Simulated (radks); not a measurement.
Problem. Spherical quantum dot in the effective-mass picture: electrons in a hard-walled sphere of radius 8.92, with a point charge +1 (a donor) at the centre, all in effective atomic units (hartree* = m*/eps^2 hartree, bohr* = eps/m* bohr), one dielectric constant everywhere. Method: non-relativistic Kohn-Sham, PBEsol, spin-polarised, spherical densities; computed with a radial shooting solver with Libxc functionals. Levels are named by radial order and angular momentum (1s, 1p, 1d, 2s, ...), and open shells are averaged over m. Results are scaled to m* = 0.093 and eps = 10.1, for which hartree* = 24.81 meV and bohr* = 5.747 nm. At N = 17 the configuration is 1s2 1p6 1d(up 5, down 3) 2s(up 1, down 0). Does electron 18 go into 1d down or 1f down or 1f up?

Solution. Into 1d down. The total energies of the other choices lie higher by 1.49 meV (1f up), 1.75 meV (1f down).
